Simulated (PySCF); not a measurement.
**Atomic charges by several schemes**

Species: C₇H₁₀O.
Structure used (GFN2-xTB), in Å, numbered top down from 1:
```
atom  x, y, z in Å
C1     3.6443   -0.4847   -0.7551
C2     2.7078    0.2921   -0.2152
C3     1.3073   -0.0390   -0.2003
C4     0.3675    0.7477    0.3438
C5    -1.0514    0.4336    0.3721
C6    -1.9378    1.2649    0.9338
O7    -1.3503   -0.7604   -0.2187
C8    -2.6957   -1.1615   -0.2479
H9     4.6856   -0.2115   -0.7529
H10    3.3951   -1.4245   -1.2197
H11    2.9821    1.2327    0.2459
H12    1.0167   -0.9749   -0.6561
H13    0.6409    1.6875    0.8031
H14   -1.6035    2.1843    1.3762
H15   -2.9933    1.0718    0.9771
H16   -2.7090   -2.1244   -0.7567
H17   -3.3144   -0.4490   -0.8039
H18   -3.1006   -1.2783    0.7630
```

Density: PBE0/pcSseg-1 (PySCF); schemes: Mulliken, IAO, Hirshfeld and ESP-fitted. Isolated species at its GFN2-xTB geometry (one conformer only).

Which atoms carry the highest charge in the Mulliken, IAO, Hirshfeld and ESP-fitted schemes?

All schemes agree: Mulliken C5 (+0.146); IAO C5 (+0.210); Hirshfeld C5 (+0.070); ESP-fitted C5 (+0.518).

Do the Mulliken, IAO, Hirshfeld and ESP-fitted schemes agree on where the charge is lowest?

The schemes don't all agree: Mulliken O7 (-0.494); IAO C6 (-0.423); Hirshfeld C6 (-0.150); ESP-fitted C6 (-0.730).

At which atom do the 4 schemes differ most?

At C6: from -0.730 (ESP-fitted) to -0.150 e (Hirshfeld), 0.580 e apart.

What partial charge does each atom carry?

In e:

```tsv
atom	environment	Mulliken	IAO	Hirshfeld	ESP-fitted
C1	terminal =CH2 carbon	-0.135	-0.313	-0.097	-0.497
C2	alkene CH carbon	-0.181	-0.132	-0.045	-0.061
C3	alkene CH carbon	-0.054	-0.136	-0.047	+0.017
C4	alkene CH carbon	-0.180	-0.160	-0.058	-0.484
C5	vinylic carbon bearing oxygen	+0.146	+0.210	+0.070	+0.518
C6	terminal =CH2 carbon	-0.182	-0.423	-0.150	-0.730
O7	ether oxygen	-0.494	-0.333	-0.096	-0.245
C8	methoxy carbon	-0.035	-0.205	-0.032	-0.231
H9	vinylic hydrogen	+0.117	+0.154	+0.047	+0.196
H10	vinylic hydrogen	+0.113	+0.147	+0.046	+0.206
H11	vinylic hydrogen	+0.096	+0.144	+0.047	+0.138
H12	vinylic hydrogen	+0.112	+0.158	+0.042	+0.115
H13	vinylic hydrogen	+0.102	+0.148	+0.049	+0.217
H14	vinylic hydrogen	+0.119	+0.159	+0.044	+0.234
H15	vinylic hydrogen	+0.111	+0.150	+0.037	+0.230
H16	methyl hydrogen	+0.129	+0.163	+0.055	+0.142
H17	methyl hydrogen	+0.109	+0.135	+0.043	+0.117
H18	methyl hydrogen	+0.109	+0.135	+0.043	+0.118
```

Mean size of the charges over all atoms: ESP-fitted 0.250 e, IAO 0.189 e, Mulliken 0.140 e, Hirshfeld 0.058 e. Each set sums to the total charge, 0, to within 0.001 e. The Mulliken scheme gives each basis function's population to the atom it is centred on and halves the overlap population of two atoms between them. The ESP scheme fits charges at the nuclei, held to the total charge, to the electrostatic potential on points at 1.4 to 2.0 times the van der Waals radii.

Sum the charges by element, for elements with more than one atom.

| element | atoms | Mulliken | IAO | Hirshfeld | ESP-fitted |
| --- | --- | --- | --- | --- | --- |
| C | 7 | -0.622 | -1.160 | -0.358 | -1.468 |
| H | 10 | +1.116 | +1.493 | +0.454 | +1.713 |

How closely do the schemes follow one another over all atoms?

Correlation coefficient and root-mean-square difference: IAO with Hirshfeld 0.99, 0.142 e; Hirshfeld with ESP-fitted 0.92, 0.250 e; IAO with ESP-fitted 0.91, 0.147 e; Mulliken with IAO 0.88, 0.098 e; Mulliken with Hirshfeld 0.87, 0.117 e; Mulliken with ESP-fitted 0.74, 0.216 e.
